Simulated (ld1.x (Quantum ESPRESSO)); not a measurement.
## Which change was made? (Kr, TM)

```json
{
 "Element": "Kr",
 "Generator": "ld1.x (Quantum ESPRESSO) 7.5",
 "Type": "norm-conserving Troullier–Martins (Kleinman–Bylander form)",
 "Functional": "LDA (PZ)",
 "Relativity": "scalar-relativistic",
 "Frozen core": "[Ar] 3d10",
 "Valence charge": "8",
 "Reference configuration": "4s2 4p4 (charge +2)",
 "Partial waves": "4s (bound): rc 0.95 bohr; 4p (bound): rc 1.30 bohr; 4d channel at 0.1 Ry: rc 1.40 bohr",
 "Local potential": "the d channel",
 "Core correction": "none"
}
```

Cutoffs, loose and tight: the cutoffs (Ry, on a coarse ladder) from which the occupation-weighted sum of valence levels, in a spherical-Bessel basis at the reference potential, stays within 10 and 1 mRy of its value at 400 Ry. They do not see the model core or the augmentation charge, which bear on the density cutoff. Test errors are all-electron minus pseudo excitation energies from the reference, over the configurations 4s2 4p6; 4s2 4p5; 4s2 4p3; 4s1 4p6; 4s2 4p5.5; 4s2 4p2 (two spin-polarised tests are not counted in the largest error); variants that change the core or the reference have their own tests. The largest error is taken over the tests solved by every variant that gives reliable tests at all, those not shown here included: 4s1 4p6; 4s2 4p5; 4s2 4p5.5; 4s2 4p6.

The base gives: outcome: generated; cutoff, loose: 230 Ry; cutoff, tight: over 300 Ry; bound ghosts: none; largest test error (meV): +37.

Task: After one change the result is: outcome: generated; cutoff, loose: 120 Ry; cutoff, tight: 230 Ry; bound ghosts: none; largest test error (meV): +13. Which change was it?
A. all radii scaled by about 0.90 (s 0.86, p 1.18, d 1.26 bohr)
B. all radii scaled by about 1.25 (s 1.20, p 1.62, d 1.76 bohr)
C. all radii scaled by about 1.11 (s 1.06, p 1.44, d 1.56 bohr)

Result: C. The others give: all radii scaled by about 1.25 (s 1.20, p 1.62, d 1.76 bohr) → outcome: generated; cutoff, loose: 55 Ry; cutoff, tight: 110 Ry; bound ghosts: none; largest test error (meV): +4.9 | all radii scaled by about 0.90 (s 0.86, p 1.18, d 1.26 bohr) → outcome: generated; cutoff, loose: over 300 Ry; cutoff, tight: over 300 Ry; bound ghosts: s; largest test error (meV): +60.
